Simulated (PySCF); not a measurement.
OZn, SMILES [Zn]=[O]. Atoms are numbered in the order given.

```xyz
2

Zn     0.0000     0.0000    -0.3580
O      0.0000     0.0000     1.3427
```
Charge 0, spin multiplicity 1.

Geometry: PBE0-D3(BJ)/def2-TZVPD.

All values below come from PBE0/pcSseg-2 (PySCF).

GIAO shieldings, no solvent; atoms alike by connectivity are averaged. δ = σ(ref) − σ: ¹⁷O against H2O (σ = 327.8 ppm), references at their B3LYP-D3(BJ)/def2-TZVP geometries, non-relativistic.

Task: Estimate the chemical shifts. (The exact figures need the calculation; the answer reports its results.)

Result: 
| nucleus | atoms | count | δ (ppm) |
|---|---|---|---|
| ¹⁷O | O2 | 1 | 2637.9 |
